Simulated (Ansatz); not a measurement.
Pulling on the C3–H4 bond in CH4Cd (SMILES [CH3][CdH]) (multiplicity 1 held, fragments rigid). Energies count from the point at 1.090 Å.
Geometry at that point (charge 0, multiplicity 1):
```xyz
6

Cd    -0.2807    -0.1510    -0.0414
H     -1.7499    -0.9416    -0.2582
C      1.5814     0.8509     0.2333
H      2.0312     0.5593     1.1828
H      1.4329     1.9311     0.2353
H      2.2707     0.5954    -0.5719
```

Unrestricted levels (U-) break spin symmetry where that is lower. Active spaces are followed from a long bond inwards. Curves can end on different states.

Correlated levels freeze the cores.

Run with Ansatz (Gaussian orbitals). Values without a source in brackets are computed. In def2 rows elements past Kr take small-core potentials, without spin–orbit coupling.

### Question
Predict the energy at R = 3.489 Å from U-SCS-MP2/def2-SVP.

### Answer
466 kJ/mol

Doubts at one or more of the structures used: a spin-contaminated determinant (U-SCS-MP2/def2-SVP).

Ansatz is a first-principles code.
